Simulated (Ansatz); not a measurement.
Cartesian coordinates in Å:
```
C -0.2987 -0.9514 -1.0565
N -0.1262 -0.0774 0.0722
B -0.6868 0.1503 1.3064
Si 0.7951 1.2516 0.7655
H 0.6100 -1.5336 -1.2312
H -0.5027 -0.3720 -1.9608
H -1.1295 -1.6396 -0.8848
H -1.5777 -0.3194 1.9382
H 2.2293 0.9524 1.0222
H 0.6872 2.5393 0.0289
```

Charge 0, multiplicity 1.

(1) List the PBE/def2-TZVPP orbital energies in eV (Ansatz 0.2.0). (Estimate.)

## Answers

(1) The calculation gave: Occupied: -1779.49, -380.93, -269.89, -176.89, -137.22, -94.01, -93.92, -93.90, -22.38, -17.61, -13.00, -12.15, -10.97, -10.76, -9.96, -8.64, -7.71, -6.83, -5.90. Lowest empty: -1.19, -0.89, 0.36, 0.69, 1.16, 1.90, 1.95, 2.19.
